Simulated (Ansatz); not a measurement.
`[F][GeH]1[CH2][GaH]1`, relaxed with RKS PBE-D4/def2-SVP in Ansatz 0.2.0 from a rough embedded geometry. The force threshold is 0.03 eV/Å; the program also tests the step.

The species carries charge 0 and has multiplicity 1.

Start:

```xyz
8

F     1.927   -1.018    0.229
Ge    1.064    0.393   -0.211
C    -0.803   -0.035   -0.190
Ga   -0.471    0.409    1.380
H     1.475    0.893   -1.623
H    -1.067   -0.705   -1.060
H    -1.446    0.921   -0.309
H    -0.681   -0.857    1.783
```

Task: By how much does the energy fall, and how many steps does the optimiser take? (Estimate.)

Result: Ansatz gave: 426.07 kJ/mol, in 14 steps, 1 of them rejected.

Task: Which bonds change most? (Estimate.)

Result: Computed: C3–Ga4 from 1.665 to 1.991 Å; Ga4–H8 from 1.345 to 1.573 Å; Ge2–Ga4 from 2.211 to 2.416 Å; Ge2–C3 from 1.916 to 2.032 Å.

Task: Give the relaxed structure. (An estimate is asked.)

Result: The calculation gave: 
```xyz
8

F     2.067   -1.165   -0.603
Ge    1.132    0.314   -0.278
C    -0.856   -0.063   -0.472
Ga   -0.480   -0.057    1.483
H     1.720    1.391   -1.247
H    -1.358   -0.854   -1.062
H    -1.277    0.937   -0.737
H    -0.949   -0.503    2.916
```
